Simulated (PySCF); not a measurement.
PySCF input for C4H4N, SMILES C1=C[N]C=C1, multiplicity 2, TDA-CAM-B3LYP/def2-SVPD. Geometry optimised at r2SCAN-D4/def2-SVP. The isomer is the one that the SMILES or the coordinates give; other isomers of the formula were not compared.

```python
import numpy as np
from pyscf import gto, scf, dft, tdscf

mol = gto.M(
    atom='''
    C     0.00000000    0.68316204    0.98603851
    C    -0.00000000    1.06334279   -0.42715339
    N    -0.00000000    0.00000005   -1.24876797
    C     0.00000000   -1.06334276   -0.42715347
    C    -0.00000000   -0.68316212    0.98603845
    H    -0.00000000    1.35979576    1.84114748
    H     0.00000001    2.08375712   -0.82376974
    H     0.00000000   -2.08375705   -0.82376991
    H    -0.00000000   -1.35979591    1.84114736
    ''',
    basis='def2-SVPD',
    charge=0,
    spin=1,
    max_memory=1600,
    verbose=4,
)
mf = dft.UKS(mol, xc='cam-b3lyp').density_fit(auxbasis='def2-universal-jkfit')
mf.grids.level = 3
mf.conv_tol = 1e-9
mf.max_cycle = 100
mf.kernel()
fine, coarse = mf.grids, dft.Grids(mol).set(level=1).build(with_non0tab=True)
for _ in range(3):  # follow internal instabilities
    mf.grids = coarse
    mo, _, stable, _ = mf.stability(return_status=True, nroots=4)
    mf.grids = fine
    if stable:
        break
    mf.kernel(mf.make_rdm1(mo, mf.mo_occ))
mf.grids = dft.Grids(mol).set(level=1).build(with_non0tab=True)  # coarser grid for the response kernel
td = tdscf.TDA(mf)
td.nstates = 10
td.conv_tol = 1e-4
td.positive_eig_threshold = 1e-6
td.kernel(x0=td.get_init_guess(mf, 15))
td.analyze()
```

Program output:

```
PySCF version 2.14.0

[INPUT] verbose = 4
[INPUT] num. atoms = 9
[INPUT] num. electrons = 35
[INPUT] charge = 0
[INPUT] spin (= nelec alpha-beta = 2S) = 1
[INPUT] symmetry False subgroup None
[INPUT] Mole.unit = angstrom
[INPUT] Symbol           X                Y                Z      unit          X                Y                Z       unit  Magmom
[INPUT]  1 C      0.000000000000   0.683162040000   0.986038510000 AA    0.000000000000   1.290989154299   1.863342732174 Bohr   0.0
[INPUT]  2 C      0.000000000000   1.063342790000  -0.427153390000 AA    0.000000000000   2.009426649631  -0.807202920280 Bohr   0.0
[INPUT]  3 N      0.000000000000   0.000000050000  -1.248767970000 AA    0.000000000000   0.000000094486  -2.359829456429 Bohr   0.0
[INPUT]  4 C      0.000000000000  -1.063342760000  -0.427153470000 AA    0.000000000000  -2.009426592939  -0.807203071458 Bohr   0.0
[INPUT]  5 C      0.000000000000  -0.683162120000   0.986038450000 AA    0.000000000000  -1.290989305477   1.863342618791 Bohr   0.0
[INPUT]  6 H      0.000000000000   1.359795760000   1.841147480000 AA    0.000000000000   2.569641571745   3.479264492133 Bohr   0.0
[INPUT]  7 H      0.000000010000   2.083757120000  -0.823769740000 AA    0.000000018897   3.937730266912  -1.556699198304 Bohr   0.0
[INPUT]  8 H      0.000000000000  -2.083757050000  -0.823769910000 AA    0.000000000000  -3.937730134632  -1.556699519558 Bohr   0.0
[INPUT]  9 H      0.000000000000  -1.359795910000   1.841147360000 AA    0.000000000000  -2.569641855204   3.479264265366 Bohr   0.0

nuclear repulsion = 150.498636671406
number of shells = 56
number of NR pGTOs = 190
number of NR cGTOs = 132
basis = def2-SVPD
ecp = {}


[settings echo left out]
init E= -210.066225084118
  alpha nocc = 18  HOMO = -0.214682955251346  LUMO = 0.00231986908905224
  beta  nocc = 17  HOMO = -0.290180549867179  LUMO = -0.214682955251346

WARN: HOMO -0.214682955251346 >= LUMO -0.214682955251346

cycle= 1 E= -209.214095497755  delta_E= 0.852  |g|= 0.262  |ddm|= 3.82
  alpha nocc = 18  HOMO = -0.274966167685128  LUMO = 0.0594372520616138
  beta  nocc = 17  HOMO = -0.273341247654598  LUMO = -0.113969146715628
  HOMO = -0.273341247655  LUMO = -0.113969146716  gap/eV = 4.33674
cycle= 2 E= -209.215772883867  delta_E= -0.00168  |g|= 0.298  |ddm|= 1.19
  alpha nocc = 18  HOMO = -0.305584814054942  LUMO = 0.0618555477803167
  beta  nocc = 17  HOMO = -0.31411311855954  LUMO = -0.103234683957592
  HOMO = -0.305584814055  LUMO = -0.103234683958  gap/eV = 5.50623
cycle= 3 E= -209.252372282107  delta_E= -0.0366  |g|= 0.0393  |ddm|= 0.628
  alpha nocc = 18  HOMO = -0.307864546600213  LUMO = 0.0613085715004851
  beta  nocc = 17  HOMO = -0.319313472845937  LUMO = -0.1016080728173
  HOMO = -0.3078645466  LUMO = -0.101608072817  gap/eV = 5.61252
cycle= 4 E= -209.253197102366  delta_E= -0.000825  |g|= 0.0234  |ddm|= 0.123
  alpha nocc = 18  HOMO = -0.309540805433573  LUMO = 0.0621204659468706
  beta  nocc = 17  HOMO = -0.318205676743494  LUMO = -0.100183374854544
  HOMO = -0.309540805434  LUMO = -0.100183374855  gap/eV = 5.69691
cycle= 5 E= -209.253606779351  delta_E= -0.00041  |g|= 0.00692  |ddm|= 0.0507
  alpha nocc = 18  HOMO = -0.310029262946183  LUMO = 0.0619544416616913
  beta  nocc = 17  HOMO = -0.319442969454827  LUMO = -0.0988041004848585
  HOMO = -0.310029262946  LUMO = -0.0988041004849  gap/eV = 5.74773
cycle= 6 E= -209.253708278661  delta_E= -0.000101  |g|= 0.00297  |ddm|= 0.0225
  alpha nocc = 18  HOMO = -0.311020665984872  LUMO = 0.0619444849607094
  beta  nocc = 17  HOMO = -0.320516471453407  LUMO = -0.0983035409319997
  HOMO = -0.311020665985  LUMO = -0.098303540932  gap/eV = 5.78833
cycle= 7 E= -209.253741928912  delta_E= -3.37e-05  |g|= 0.00078  |ddm|= 0.0165
  alpha nocc = 18  HOMO = -0.310817251408502  LUMO = 0.0619779175608732
  beta  nocc = 17  HOMO = -0.320404627906823  LUMO = -0.0979855307557647
  HOMO = -0.310817251409  LUMO = -0.0979855307558  gap/eV = 5.79145
cycle= 8 E= -209.2537432577  delta_E= -1.33e-06  |g|= 0.000388  |ddm|= 0.0029
  alpha nocc = 18  HOMO = -0.310914398780747  LUMO = 0.0619674238000822
  beta  nocc = 17  HOMO = -0.320503181497016  LUMO = -0.0980657855045486
  HOMO = -0.310914398781  LUMO = -0.0980657855045  gap/eV = 5.79191
cycle= 9 E= -209.253743514783  delta_E= -2.57e-07  |g|= 0.000102  |ddm|= 0.00142
  alpha nocc = 18  HOMO = -0.310911784638061  LUMO = 0.0619678743511334
  beta  nocc = 17  HOMO = -0.320485557308905  LUMO = -0.0980658233576626
  HOMO = -0.310911784638  LUMO = -0.0980658233577  gap/eV = 5.79183
cycle= 10 E= -209.253743541025  delta_E= -2.62e-08  |g|= 2.42e-05  |ddm|= 0.00049
  alpha nocc = 18  HOMO = -0.310910589610987  LUMO = 0.0619688360803514
  beta  nocc = 17  HOMO = -0.320484348009378  LUMO = -0.0980633648324734
  HOMO = -0.310910589611  LUMO = -0.0980633648325  gap/eV = 5.79187
cycle= 11 E= -209.253743542249  delta_E= -1.22e-09  |g|= 8.82e-06  |ddm|= 0.000117
  alpha nocc = 18  HOMO = -0.310911573183393  LUMO = 0.0619687898960959
  beta  nocc = 17  HOMO = -0.320482959595668  LUMO = -0.098064057743052
  HOMO = -0.310911573183  LUMO = -0.0980640577431  gap/eV = 5.79188
cycle= 12 E= -209.253743542356  delta_E= -1.07e-10  |g|= 3.48e-06  |ddm|= 4.61e-05
  alpha nocc = 18  HOMO = -0.310911536825528  LUMO = 0.0619688561395044
  beta  nocc = 17  HOMO = -0.320483761193912  LUMO = -0.0980638050022073
  HOMO = -0.310911536826  LUMO = -0.0980638050022  gap/eV = 5.79188
Extra cycle  E= -209.253743542357  delta_E= -7.96e-13  |g|= 4.07e-06  |ddm|= 1.51e-05
converged SCF energy = -209.253743542357  <S^2> = 0.77045135  2S+1 = 2.0203478
tot grids = 35728
uhf_internal: lowest eigs of H = [0.09131945 0.16841284 0.29273843 0.33916418]
<class 'pyscf.df.df_jk.DFUKS'> wavefunction is stable in the internal stability analysis
tot grids = 35728
Overwritten attributes  positive_eig_threshold  of <class 'pyscf.tdscf.uks.TDA'>


******** <class 'pyscf.tdscf.uks.TDA'> for <class 'pyscf.df.df_jk.DFUKS'> ********
nstates = 10
deg_eia_thresh = 1.000e-03
wfnsym = None
conv_tol = 0.0001
eigh lindep = 1e-12
eigh level_shift = 0
eigh max_cycle = 100


Excitation energies (eV)
[1.68018632 2.34044704 4.94661525 5.13377691 5.71084541 5.94409372
 5.95680369 5.98056429 6.06986571 6.55933271]

** Excitation energies and oscillator strengths **
Excited State   1:      1.68019 eV    737.92 nm  f=0.0015
      17a ->   21a     -0.12509
      17b ->   18b      0.98403
Excited State   2:      2.34045 eV    529.75 nm  f=0.0000
      16b ->   18b     -0.99361
Excited State   3:      4.94662 eV    250.64 nm  f=0.0063
      17a ->   21a      0.38011
      18a ->   20a      0.43404
      14b ->   18b      0.78237
      17b ->   23b      0.19750
Excited State   4:      5.13378 eV    241.51 nm  f=0.0007
      15b ->   18b     -0.98245
Excited State   5:      5.71085 eV    217.10 nm  f=0.0000
      13b ->   18b     -0.98618
Excited State   6:      5.94409 eV    208.58 nm  f=0.0008
      12a ->   20a     -0.12642
      17a ->   20a      0.79639
      18a ->   21a      0.24826
      14b ->   22b     -0.16266
      17b ->   22b     -0.48965
Excited State   7:      5.95680 eV    208.14 nm  f=0.0036
      17a ->   21a     -0.65189
      18a ->   20a      0.58678
      14b ->   23b      0.12025
      17b ->   18b     -0.12424
      17b ->   23b     -0.39951
Excited State   8:      5.98056 eV    207.31 nm  f=0.0026
      16a ->   20a      0.75995
      12b ->   18b      0.55424
      16b ->   22b     -0.29032
Excited State   9:      6.06987 eV    204.26 nm  f=0.0001
      16a ->   20a     -0.52132
      12b ->   18b      0.81239
      15b ->   18b     -0.10146
      16b ->   22b      0.17903
Excited State  10:      6.55933 eV    189.02 nm  f=0.0494
      18a ->   21a     -0.90962
      17b ->   22b     -0.37918

** Transition electric dipole moments (AU) **
state          X           Y           Z        Dip. S.      Osc.
  1        -0.0000     -0.1900     -0.0000      0.0361      0.0015
  2        -0.0000      0.0000     -0.0000      0.0000      0.0000
  3        -0.0000      0.2282      0.0000      0.0521      0.0063
  4         0.0720      0.0000      0.0000      0.0052      0.0007
  5         0.0000      0.0000     -0.0000      0.0000      0.0000
  6         0.0000     -0.0000     -0.0759      0.0058      0.0008
  7         0.0000     -0.1562      0.0000      0.0244      0.0036
  8        -0.1323     -0.0000     -0.0000      0.0175      0.0026
  9         0.0191      0.0000      0.0000      0.0004      0.0001
 10        -0.0000      0.0000     -0.5546      0.3076      0.0494

** Transition velocity dipole moments (imaginary part, AU) **
state          X           Y           Z        Dip. S.      Osc.
  1         0.0000      0.0281      0.0000      0.0008      0.0085
  2        -0.0000     -0.0000      0.0000      0.0000      0.0000
  3        -0.0000     -0.0087     -0.0000      0.0001      0.0003
  4         0.0460     -0.0000      0.0000      0.0021      0.0075
  5         0.0000     -0.0000     -0.0000      0.0000      0.0000
  6        -0.0000     -0.0000      0.0195      0.0004      0.0012
  7        -0.0000     -0.0231     -0.0000      0.0005      0.0016
  8         0.0048     -0.0000      0.0000      0.0000      0.0001
  9        -0.0134      0.0000     -0.0000      0.0002      0.0005
 10         0.0000      0.0000     -0.0392      0.0015      0.0042

** Transition magnetic dipole moments (imaginary part, AU) **
state          X           Y           Z
  1        -0.8191     -0.0000      0.0000
  2         0.0000      0.0000     -0.0050
  3        -0.1076     -0.0000      0.0000
  4        -0.0000      0.1123     -0.0000
  5        -0.0000     -0.0000      0.1935
  6         0.0000      0.0000     -0.0000
  7         0.2554      0.0000      0.0000
  8         0.0000     -0.4326     -0.0000
  9         0.0000      0.3328      0.0000
 10        -0.0000     -0.0000     -0.0000
```

Self-consistency was reached.

Cost: around 3 core-minutes (rough).
